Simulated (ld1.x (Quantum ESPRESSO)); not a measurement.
# An all-electron radial function and its pseudo partner (molybdenum (Mo))

Columns: radius, all-electron u(r) and pseudo u(r) of the 4s shell (level -71.11 eV) of molybdenum in the configuration [Ar] 3d10 4s2 4p6 4d5 5s0 5p0; PBE, scalar-relativistic, PAW scheme, ld1.x (Quantum ESPRESSO) 7.5.

| r (bohr) | all-electron | pseudo |
| --- | --- | --- |
| 0.108 | -0.3809 | -0.2732 |
| 0.215 | 0.2470 | -0.5300 |
| 0.322 | 0.5962 | -0.7604 |
| 0.430 | 0.3571 | -0.9553 |
| 0.538 | -0.1125 | -1.1046 |
| 0.645 | -0.5502 | -1.2032 |
| 0.752 | -0.8625 | -1.2520 |
| 0.860 | -1.0400 | -1.2534 |
| 0.968 | -1.1024 | -1.2127 |
| 1.075 | -1.0831 | -1.1390 |
| 1.182 | -1.0126 | -1.0414 |
| 1.290 | -0.9136 | -0.9287 |
| 1.398 | -0.8035 | -0.8111 |
| 1.505 | -0.6944 | -0.6975 |
| 1.612 | -0.5916 | -0.5923 |
| 1.720 | -0.4976 | -0.4977 |
| 1.828 | -0.4148 | -0.4148 |
| 1.935 | -0.3439 | -0.3439 |
| 2.042 | -0.2835 | -0.2835 |
| 2.150 | -0.2321 | -0.2321 |
| 2.258 | -0.1893 | -0.1893 |
| 2.365 | -0.1541 | -0.1541 |
| 2.472 | -0.1252 | -0.1252 |
| 2.580 | -0.1011 | -0.1011 |
| 2.688 | -0.0815 | -0.0815 |
| 2.795 | -0.0658 | -0.0658 |

(1) How many radial nodes do the two functions have?

(2) At about which radius was the pseudo-wave matched?

(3) Where does each function peak?

(4) Is the pseudo-wave norm-conserving?

## Answers

(1) The all-electron 4s function has n − l − 1 = 3 (the table is too coarse to show those close to the nucleus); the pseudo-wave has 0, since the states of the same l below it are removed with the core.

(2) 1.75 bohr, where the columns begin to agree (steps of 0.11 bohr).

(3) Outermost all-electron maximum near 0.97 bohr, pseudo maximum near 0.86 bohr (to the table’s step).

(4) No, it belongs to a PAW set: the norm inside the radius is not constrained, and the difference is carried by the augmentation charge.
